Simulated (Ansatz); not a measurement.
System: sum formula H$_{4}$Si$_{2}$OCl (charge 0, doublet). It need not be the lowest isomer of its formula. SMILES: [SiH3]O[SiH]Cl
Coordinates optimised at B3LYP-D3(BJ)/def2-TZVP (Ansatz, a first-principles code):
```xyz
8

Si    -2.0895     0.1230    -0.1980
O     -0.6079     0.8466    -0.3020
Si     0.9579     0.7771     0.1410
Cl     1.5596    -1.2090     0.2743
H     -2.1072    -1.0912    -1.0406
H     -2.3734    -0.2397     1.2080
H     -3.0911     1.0943    -0.6818
H      1.7642     1.4153    -0.9357
```
Charge 0, spin multiplicity 2.

Property: atomisation energy (electronic, to ground-state atoms), in kcal/mol. Correlated levels leave the core frozen unless marked. UHF or UKS for open shells. Spin-orbit coupling is left out. Non-relativistic. The coupled-cluster limit lacks core correlation, which all-electron functionals hold. CBS marks a two-point X^-3 extrapolation of the correlation energy; Hartree-Fock from the larger set.

```json
[
 {"level": "revPBE/def2-TZVPD", "program": "Ansatz", "atomisation energy (kcal/mol)": "___"},
 {"level": "wB97X-V/def2-TZVPD", "program": "Ansatz", "atomisation energy (kcal/mol)": "622.4"},
 {"level": "RPA@PBE/cc-pV(T+d)Z", "program": "Ansatz", "atomisation energy (kcal/mol)": "570.6"},
 {"level": "CCSD/cc-pV(Q+d)Z", "program": "Ansatz", "atomisation energy (kcal/mol)": "605.4"},
 {"level": "CCSD(T)/CBS(aug-cc-pV(T+d)Z,aug-cc-pV(Q+d)Z)", "program": "Ansatz", "atomisation energy (kcal/mol)": "___"}
]
```

Problem. Fill in the missing entries.

Solution. 
- revPBE/def2-TZVPD, atomisation energy (kcal/mol): 590.7
- CCSD(T)/CBS(aug-cc-pV(T+d)Z,aug-cc-pV(Q+d)Z), atomisation energy (kcal/mol): 622.8
